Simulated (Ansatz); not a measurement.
A run for Ansatz (a first-principles code): R-B3LYP/def2-TZVPPD on C2H3FO2 (a complex), monomers drawn apart or pushed together. Files ending in .json are basis or fitting sets from the Basis Set Exchange.

Ansatz 0.2 input:
```yaml
crystal:
  periodic: [false, false, false]
  atoms:
    - {symbol: O, position_ang: [1.13825038, -0.00233476, -0.24024359]}
    - {symbol: C, position_ang: [0.08025441, -0.03368116, 0.23001031]}
    - {symbol: O, position_ang: [-0.99127131, -0.06134121, 0.67618702]}
    - {symbol: C, position_ang: [0.24628413, -0.60577475, 4.94236529]}
    - {symbol: F, position_ang: [1.22319723, -0.52076935, 3.95033364]}
    - {symbol: H, position_ang: [-0.73273031, -0.53803468, 4.46919613]}
    - {symbol: H, position_ang: [0.35699578, -1.56103851, 5.45581190]}
    - {symbol: H, position_ang: [0.39022336, 0.21866340, 5.64100020]}
basis:
  gaussian:
    orbitals: def2-TZVPPD.json
hamiltonian:
  xc: {name: B3LYP}
scf: {lower_state_search: off}
```

Output:

```
WARN ansatz: RAYON_NUM_THREADS=1 ignored (pool sized by the plan → 1); use --threads N
Functional definition: B3LYP
these checks for a lower state are left out or cut short: stability, starts, cluster_reference, orbital_swaps, neighbouring_geometries, increment
integrals: 0.13 GiB planned
1090 factors; their error is unknown
mean field: 1.19 GiB planned
mean field evaluation 1: about -8931.7553 eV, gradient 6.4e1 eV
mean field evaluation 2: about -8924.6827 eV, gradient 9.2e1 eV
mean field evaluation 4: about -8938.4083 eV, gradient 2.5e0 eV
mean field evaluation 8: about -8938.4330 eV, gradient 4.9e-1 eV
mean field evaluation 16: about -8938.4333 eV, gradient 7.2e-6 eV
mean field -8938.43326132 eV, -328.4813636658 hartree, gradient 5.6e-7 eV, S^2 0.000000; 0 other end points of the search recorded, 0 dependent functions left out
reference -8938.43358644 eV, -328.4813756137 hartree; 20, 20 occupied and 225, 225 virtual orbitals, 1090 factors
Total energy: -8938.43358644 eV, -328.4813756137 hartree
Checks for a lower state left out: stability, starts, cluster_reference, orbital_swaps, neighbouring_geometries, increment
```

Self-consistency was reached.

Cost: roughly 2.1 core-seconds.
